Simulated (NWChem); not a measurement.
Species: GeClF$_{3}$; SMILES [F][Ge]([F])([F])[Cl]

```xyz
5

F      0.9720     1.2566     0.8954
Ge     0.0000     0.0000     0.2773
F      0.6023    -1.4701     0.8954
F     -1.5743     0.2135     0.8954
Cl     0.0000     0.0000    -1.8200
```
Atoms are numbered in this order, from 1.

Level: PBE0/def2-SVP (NWChem), optimised geometry, unscaled harmonic frequencies. 

| frequency (cm⁻¹) | IR intensity (km/mol) |
|---|---|
| 170 | 1.4 |
| 170 | 1.4 |
| 241 | 25.8 |
| 241 | 25.8 |
| 263 | 50.8 |
| 475 | 54.3 |
| 743 | 62.4 |
| 790 | 83.6 |
| 790 | 83.6 |

```yaml
zero_point_energy: 5.5 kcal/mol
thermal correction to the enthalpy at 298.15 K (with zero-point energy): 9.9 kcal/mol
heat capacity Cv: 18.4 cal/(mol K)
entropy at 298.15 K and 1 atm (symmetry number 3): 77.9 cal/(mol K)
dipole_moment: 1.19 D
```

Rigid rotor and harmonic oscillator.
